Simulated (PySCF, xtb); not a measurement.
HSi, SMILES [SiH] (connectivity only; charge and spin as stated), charge +1, multiplicity 1.

GFN2-xTB (xtb) at its own geometry gives an orbital gap of 2.39 eV.

The structure is a stationary point at r2SCAN-D4/def2-TZVPD.

Q: What does PBE/def2-TZVPD run with PySCF give? (An estimate is asked for; the answer gives what the named calculation found.)

A: gap 2.75 eV (levels -14.28 and -11.53 eV).
